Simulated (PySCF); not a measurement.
**Name the molecule from its bond curve**

A diatomic of charge 0 contains Hg. Its triplet curve at PBE0 in a double-zeta basis (scalar-relativistic core potentials, PySCF), in eV from the separated fragments:

(R (Å), E (eV)): (2.223, -0.160), (2.326, -0.414), (2.430, -0.543), (2.507, -0.586), (2.585, -0.597), (2.663, -0.586), (2.766, -0.550), (2.895, -0.487), (3.050, -0.403), (3.257, -0.298)

The fit gives ωe = 202 cm⁻¹ and the rotational constant Bₑ = 0.1031 cm⁻¹.

**Question.** Which atom is the partner?

**Answer.** The minimum lies at 2.580 Å, so the reduced mass is 16.8576 u Å² cm⁻¹/(Bₑ·Re²) = 24.56 u. With Hg at 201.97 u the partner weighs about 28.0 u: Si. The molecule is SiHg.

Spin–orbit coupling is left out. The state is the lowest determinant that a PBE0 search found; another state may lie lower at other levels.
